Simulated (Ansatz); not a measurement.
```xyz
2

Ag    0.0394    0.0078   -0.6410
Cl    0.0175    0.0252    1.6503
```

Basis set: STO-3G (spherical functions). Left uncorrelated: 19 orbitals. Charge 0, multiplicity 1.

Computed with Ansatz (development build ahead of 0.2.0); each method stands on the lowest determinant of its kind that the runs found. Restricted open shells among the atoms or ions are ROHF, correlated in semicanonical orbitals with singles.

The atomization energy at this shape (free ground-state atoms in the same class of orbitals less the molecule, no zero-point energy) of singlet AgCl:

```json
{"method": "RHF-MP2", "atomization energy": "50.73 kcal/mol"}
```

**Question.** What does RHF give?

**Answer.** 42.34 kcal/mol.

This basis has no polarisation functions and is too small for such energies, which can lie far from measured ones in either direction.
